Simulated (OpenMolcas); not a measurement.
Ir3+ (d6) among equal point charges was computed by CASSCF with the d shell active (OpenMolcas, ANO-RCC-VDZP on the metal). Its lowest spin-free states, and all those of the highest spin:

```
2S+1  Degeneracy  E (cm-1)
   5           2       0.0
   5           1      2258
   5           1      5649
   5           1     10865
   3           2     12442
   3           1     14094
   3           1     14605
   1           1     16477
   3           2     17506
   3           1     17764
   3           2     18653
   3           1     20097
```

Problem. Is the site octahedral, tetrahedral or cube-like, axial, or of lower symmetry?

Solution. The states with 2S+1 = 5 have orbital degeneracies 2, 1, 1, 1. There are pairs but no triples, so the site is axial: not cubic, but with a proper or improper axis of order three or more. The run had Ir3+ among 6 point charges of -1.7 e arranged as a tetragonal octahedron (D4h), 2.12 Å from the ion, with the axial distance 2.353 Å.

Spin-orbit coupling mixes the spin-free states strongly: the lowest level takes only 68 % from its leading state, 5E. An orbital doublet at a regular site is open to a Jahn-Teller distortion, which this geometry leaves out. Without dynamic correlation the repulsion within the d shell is too large (B by tens of per cent), so at a given field states of lower spin stand too high. This shell can be high or low spin here, a state of another spin lies low, and with metal d orbitals alone active their balance is uncertain, so the ground spin may be wrong. Point charges give a weaker field than real ligands, and real ions of this kind are as a rule low spin; the high spin found here belongs to the model. Point charges carry no covalency, so the field is a model and not that of real ligands. No measured value stands beside these numbers.
